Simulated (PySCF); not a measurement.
H3AlO3, triplet, at a GFN2-xTB geometry of the parent state (such geometries of metal compounds can be far from the true shape) (a higher spin typed on purpose: for a closed-shell molecule this is an excited state); SVWN5/6-31G in PySCF.

The PySCF input:
```python
from pyscf import gto, scf, dft

mol = gto.M(
    atom='''
Al   -0.00000000   -0.00000000   -0.00000000
O    -1.08597176   -1.25217867    0.07815260
H    -1.93325027   -1.43797965   -0.30182312
O    -0.33424217    1.33110871   -0.93264447
H     0.10698534    2.14443421   -1.13414960
O     1.42021393   -0.07893003    0.85449188
H     1.82626493   -0.70645456    1.43597272
''',
    basis='6-31g',
    spin=2,
    verbose=3,
)

mf = dft.UKS(mol)
mf.xc = 'lda,vwn'
mf.kernel()
```

Q: What does PySCF print? Leave out banner, timings and long lists.

A: 
```
SCF not converged.
SCF energy = -467.008332810217 after 50 cycles  <S^2> = 2.0008333  2S+1 = 3.0005555
```

Convergence was not reached.
